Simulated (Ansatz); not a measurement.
Consider the redistribution: `[CH3][Mg][O][SiH3]` + `[OH][Sc]([F])[Cl]` → `[CH3][Mg][OH]` + `[F][Sc]([Cl])[O][SiH3]`.

Computed with Ansatz on PBE0-D4/def2-TZVP structures; ΔE is electronic, products minus reactants. CCSD(T)/CBS is the MP2 limit (def2-TZVPP, def2-QZVPP) plus CCSD(T) − MP2 in def2-TZVPP, frozen cores. Functionals use def2-TZVPP. B3LYP here is the variant with VWN-RPA as its local correlation; programs differ in this. For Mg, Sc outer-core shells are correlated without core-valence functions, which leaves a few kJ/mol of doubt a bond. Scalar relativity is left out up to krypton. Each species was taken in one conformer, which may not be the lowest.

Task: Is it downhill or uphill in electronic energy at CCSD(T)/CBS, and by how much? (Estimate.)

Result: The calculation gave: Uphill: ΔE = +14.4 kJ/mol.

Task: What do these levels give: r2SCAN-D4, B97M-V, PBE0-D4, PBE-QIDH, B3LYP, LC-ωPBE? (Best estimate.)

Result: Ansatz gave: r2SCAN-D4 15.3, B97M-V 18.0, PBE0-D4 15.6, PBE-QIDH 16.1, B3LYP 15.0, LC-ωPBE 16.3 kJ/mol.

Largest T1 diagnostic among the species: 0.016.

Leaving LDA and LC-ωPBE aside and taking each functional with its dispersion term where it has one, the values, not all of them listed here, spread over 4.6 kJ/mol, from BLYP-D4 to B97M-V.
